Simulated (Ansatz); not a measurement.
Consider the redistribution: `B[SiH](B)O` + `NC(F)=[Se]` → `B[SiH](B)F` + `NC(O)=[Se]`.

Isolated molecules relaxed with PBE0-D4/def2-TZVP in Ansatz; ΔE leaves out vibrations. CCSD(T)/CBS adds triple-zeta CCSD(T) − MP2 to the extrapolated MP2 energy (def2 sets, frozen cores). Functionals use def2-TZVPP. For Se outer-core shells are correlated without core-valence functions, which leaves a few kJ/mol of doubt a bond. Scalar relativity is left out up to krypton. One conformer a species, not always the lowest.

`B[SiH](B)O`:

```xyz
10

B     0.700   -1.208   -0.967
Si   -0.501    0.120   -0.066
B     0.626    1.453    0.903
O    -1.676   -0.502    0.926
H     1.559   -0.803   -1.696
H     0.604   -2.393   -0.829
H    -1.118    0.860   -1.224
H     1.430    2.080    0.277
H     0.554    1.641    2.081
H    -2.178   -1.248    0.595
```

`NC(F)=[Se]`:

```xyz
6

N     0.445   -0.609    0.038
C    -0.371    0.435   -0.052
F    -1.489    0.085   -0.681
Se   -0.100    2.085    0.545
H     0.181   -1.503   -0.342
H     1.333   -0.493    0.491
```

`B[SiH](B)F`:

Cartesian coordinates in Å:
```
B 1.408 0.410 0.824
Si 0.166 0.093 -0.711
B -1.618 -0.459 0.004
F 0.083 1.342 -1.727
H 1.919 1.466 1.049
H 1.635 -0.500 1.566
H 0.709 -1.064 -1.491
H -2.622 0.163 -0.181
H -1.680 -1.451 0.668
```

`NC(O)=[Se]`:

Z-matrix (Å, degrees):
```
N
C 1 1.329
H 1 1.003 2 119.0
H 1 1.006 2 120.6 3 -180.0
O 2 1.331 1 111.8 3 180.0
Se 2 1.805 1 125.4 3 -0.0
H 5 0.967 2 106.3 1 180.0
```

Q: Is it downhill or uphill in electronic energy at CCSD(T)/CBS, and by how much? (An estimate is asked.)

A: The calculation gave: Downhill: ΔE = -0.97 eV.

Q: What do these levels give: r2SCAN0, CCSD(T)/def2-SVP, HF/def2-TZVPP, HF/def2-QZVPP, MP2/def2-QZVPP, MP2/CBS(def2)? (Estimate.)

A: Computed: r2SCAN0 -0.97, CCSD(T)/def2-SVP -1.00, HF/def2-TZVPP -1.08, HF/def2-QZVPP -1.09, MP2/def2-QZVPP -0.98, MP2/CBS(def2) -0.99 eV.

Largest T1 diagnostic among the species: 0.015.

From BLYP to BHLYP (50 % exact exchange), in def2-TZVPP and without D4, ΔE moves by −0.11 eV. Leaving LDA and LC-ωPBE aside and taking each functional with its dispersion term where it has one, the values, not all of them listed here, spread over 0.11 eV, from BHLYP-D4 to BLYP-D4.
